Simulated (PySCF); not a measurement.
C₆H₁₁OS (charge +1).
Atom-mapped SMILES: `[CH3:1][C:2]#[C:3][CH2:4][S+:5]([CH3:6])([CH3:7])=[O:8]` (hydrogens: H9, H10, H11 on C1; H12, H13 on C4; H14, H15, H16 on C6; H17, H18, H19 on C7)

Structure used (GFN2-xTB), in Å, numbered top down from 1:
```
atom  x, y, z in Å
C1     2.560    1.631   -1.203
C2     1.801    0.521   -0.699
C3     1.180   -0.418   -0.278
C4     0.446   -1.547    0.222
S5    -1.219   -1.003    0.755
C6    -2.000   -0.221   -0.666
C7    -0.984    0.296    1.979
O8    -2.003   -2.076    1.267
H9     3.067    1.340   -2.122
H10    3.306    1.935   -0.470
H11    1.904    2.474   -1.415
H12    0.291   -2.314   -0.539
H13    0.919   -1.998    1.096
H14   -1.331    0.544   -1.045
H15   -2.948    0.206   -0.353
H16   -2.180   -0.981   -1.420
H17   -0.331    1.052    1.556
H18   -0.535   -0.144    2.865
H19   -1.952    0.713    2.237
```

Theory: PySCF 2.14.0, density-fitted response routines, TDDFT PBE0/def2-SVPD, vertical, gas phase, core orbitals frozen in the response.

Frontier orbitals with the atoms that hold most of them (Löwdin shares over 4%, at most four atoms; ? is withheld):

```
orbital  ε (eV)                          atoms
 LUMO+2   -3.68  S5 32%, C6 14%, C7 13%, C4 9%
 LUMO+1   -4.28   S5 33%, O8 11%, C7 9%, C6 9%
   LUMO   -4.58                              ?
   HOMO       ?   C3 38%, C2 35%, C1 9%, C4 7%
 HOMO-1  -12.05                              ?
 HOMO-2  -13.92   O8 63%, S5 13%, C6 9%, C7 9%
 HOMO-3  -14.24  O8 59%, S5 12%, C4 11%, C3 6%
```

Problem. Give the leading atoms of the LUMO.

Solution. C4 (bonded to C, S and 2 H) 23%; S5 (bonded to 3 C and O) 22%; C2 (bonded to 2 C) 11%; C3 (bonded to 2 C) 9%. By element: carbon 44% or more, sulfur 22%.

Problem. Give the leading atoms of the HOMO-1.

Solution. C3 (bonded to 2 C) 35%; C2 (bonded to 2 C) 31%; C1 (bonded to C and 3 H) 8%; O8 (bonded to S) 6%. By element: carbon 74% or more, oxygen 6%.

Problem. What is the HOMO energy, and the HOMO–LUMO gap?

Solution. ε(HOMO) = -11.97 eV; the gap is 7.39 eV (0.2717 hartree).

Problem. The HOMO–LUMO gap is 7.39 eV. Where does the response calculation put the lowest singlet, and from which orbitals?

Solution. S1 is at 5.72 eV (f = 0.0001), 1.68 eV below the gap, made of HOMO→LUMO (81%), HOMO→LUMO+1 (15%). 

Problem. Give energy, strength and leading configuration of S1, S2, S3 and S4, and follow the Löwdin shares of the leading atoms from the occupied to the empty orbital.

Solution. 
- S1 (5.72 eV, f 0.0001), HOMO→LUMO (81%): C3 38% → 9%, C2 35% → 11%, C4 7% → 23%, S5 at most 7% → 22%
- S2 (6.26 eV, f 0.084), HOMO-1→LUMO (86%): C3 35% → 9%, C2 31% → 11%, C4 at most 7% → 23%, S5 at most 7% → 22%
- S3 (6.46 eV, f 0.0010), HOMO→LUMO+1 (80%): C3 38% → at most 9%, C2 35% → at most 9%, S5 at most 7% → 33%, O8 at most 7% → 11%
- S4 (6.48 eV, f 0.021), HOMO-1→LUMO+1 (86%): C3 35% → at most 9%, C2 31% → at most 9%, S5 at most 7% → 33%, O8 6% → 11%

Löwdin shares depend on the basis, the more so with diffuse functions.

One conformer stands for the species.
